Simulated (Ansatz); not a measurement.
SeSn, singlet, geometry from GFN2-xTB (such geometries of metal compounds can be far from the true shape) (all electrons, no relativity). Base run: B3LYP/3-21G run with Ansatz (a quantum-chemistry and plane-wave program).

The Ansatz input:
Ansatz 0.2 input:
```yaml
crystal:
  periodic: [false, false, false]
  atoms:
    - {symbol: Sn, position_ang: [-0.00000000, -0.00000000, -0.94616634]}
    - {symbol: Se, position_ang: [0.00000000, 0.00000000, 1.39142108]}
basis:
  gaussian:
    orbitals: 3-21G.json
hamiltonian:
  xc: b3lyp
```
The basis file holds 3-21G in the JSON format of the Basis Set Exchange.

The bond that is stretched is that between atoms 2 and 1. A test that says stable can miss a lower solution.

Each row names what was changed in the base input (with any setting that the change needs).

```
change                                                           ΔE vs base (eV)  <S^2>            stability test says
---------------------------------------------------------------  ---------------  -----  -----------------------------
base                                                                        0.00  0.000  minimum (restricted orbitals)
spin_polarized = on; lower_state_search = off                               0.00  0.000       undecided (no full test)
spin_polarized = on; lower_state_search = standard                          0.00  0.000                        minimum
bond × 1.25                                                                 1.10  0.000  minimum (restricted orbitals)
spin_polarized = on; lower_state_search = off; bond × 1.25                  1.10  0.000       undecided (no full test)
spin_polarized = on; lower_state_search = standard; bond × 1.25             1.10  0.155                        minimum
bond × 1.5                                                                  3.03  0.000  minimum (restricted orbitals)
spin_polarized = on; lower_state_search = off; bond × 1.5                   3.03  0.000       undecided (no full test)
spin_polarized = on; lower_state_search = standard; bond × 1.5              2.66  1.078                        minimum
bond × 1.8                                                                  4.66  0.000  minimum (restricted orbitals)
spin_polarized = on; lower_state_search = off; bond × 1.8                   3.65  1.526       undecided (no full test)
spin_polarized = on; lower_state_search = standard; bond × 1.8              3.65  1.526                        minimum
bond × 2.2                                                                  5.80  0.000  minimum (restricted orbitals)
spin_polarized = on; lower_state_search = off; bond × 2.2                   4.05  1.847       undecided (no full test)
spin_polarized = on; lower_state_search = standard; bond × 2.2              4.05  1.847                        minimum
bond × 3.0                                                                  6.38  0.000  minimum (restricted orbitals)
spin_polarized = on; lower_state_search = off; bond × 3.0                   4.75  1.901       undecided (no full test)
spin_polarized = on; lower_state_search = standard; bond × 3.0              4.18  1.975                        minimum
```

Where a bond breaks into two radicals, a solution with restricted orbitals usually stops being the lowest and lies too high; an unrestricted one lies lower at the price of spin contamination, which <S^2> shows.
